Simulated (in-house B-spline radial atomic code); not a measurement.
The numbers below are computed, except where a source is named.
**Weak and strong correlation along the adiabatic connection**

Two-electron singlets in several external potentials (atomic units), by full CI in B-splines with partial waves to l = 8 (correlation energies up to 0.6 % small). The repulsion is scaled by λ at fixed density; W(λ) is the mean repulsion less the Hartree energy, W(0) = E_x, and the area under W from 0 to 1 is E_xc.

One system gave this curve:

```csv
λ,W (hartree)
0,-4.5152
0.02,-4.5171
0.05,-4.52
0.12,-4.5266
0.25,-4.5388
0.4,-4.5527
0.6,-4.5709
0.8,-4.5887
1,-4.6062
1.4,-4.6402
2,-4.6887
3,-4.7638
4.5,-4.8646
7,-5.0067
10,-5.1443
```

Which system is it?
A. −V exp(−r²/w²), V = 29.1, w = 0.911
B. −Z exp(−kr)/r, Z = 8.4, k = 3.08
C. −Z exp(−kr)/r, Z = 1.48, k = 0.0476
D. −V exp(−r²/w²), V = 18.2, w = 2.37

B. The exchange energy sets the size: −Z exp(−kr)/r, Z = 8.4, k = 3.08: E_x = -4.52, E_c = -0.0463; −V exp(−r²/w²), V = 29.1, w = 0.911: E_x = -2.03, E_c = -0.0452; −V exp(−r²/w²), V = 18.2, w = 2.37: E_x = -1.16, E_c = -0.0435; −Z exp(−kr)/r, Z = 1.48, k = 0.0476: E_x = -0.695, E_c = -0.0409 hartree.
